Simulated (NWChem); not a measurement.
System: GeH3TeCl; SMILES Cl[Te][GeH3]

Input file for NWChem:

```
start job
memory heap 200 mb stack 900 mb global 1100 mb
geometry units angstroms noautoz
  Te     0.623076    -0.640068     0.394889
  Cl    -1.386980    -1.599281    -0.532542
  Ge    -0.270943     1.769230     0.082028
  H     -0.534035     2.025494    -1.422386
  H     -1.571316     1.944446     0.904638
  H      0.847548     2.706443     0.613589
end
basis spherical
  * library def2-tzvp
end
ecp
  Te library def2-ecp
end
dft
  xc b3lyp
  iterations 150
  mulliken
end
task dft energy
```

Geometry: optimised at PBE-D3(BJ)/def2-SVP. def2 effective core potentials on Te; no spin-orbit coupling.

Problem. Give the results of this calculation. (B3LYP/def2-TZVP with def2 effective core potentials on Te.) Quantities: basis functions; energy (Ha); highest occupied level (eV); orbital gap (eV); dipole (D).

Solution. The number of basis functions is 153 and the energy (Ha) is -2807.23. The highest occupied level (eV) comes out as -6.33, the orbital gap (eV) is 3.34 and the dipole (D) is 2.35.
